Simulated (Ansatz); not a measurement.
A structure relaxed at PBE0-D4/def2-TZVP, charge 0, multiplicity 2:

```xyz
3

Cl   -0.131    1.614    1.066
Ga   -0.683    0.047   -0.316
Br    0.815   -1.661   -0.750
```

**Question.** Give its formula and SMILES.

**Answer.** BrClGa, `[Cl][Ga][Br]`.

**Question.** Point group (tolerance 0.08 Å, 0.16 Å for H)?

**Answer.** Cs.

**Question.** Summarise the bond lengths by kind.

**Answer.** 1 × Cl–Ga 2.161 Å; 1 × Br–Ga 2.313 Å.

Results of the Gaussian-basis code of Ansatz.
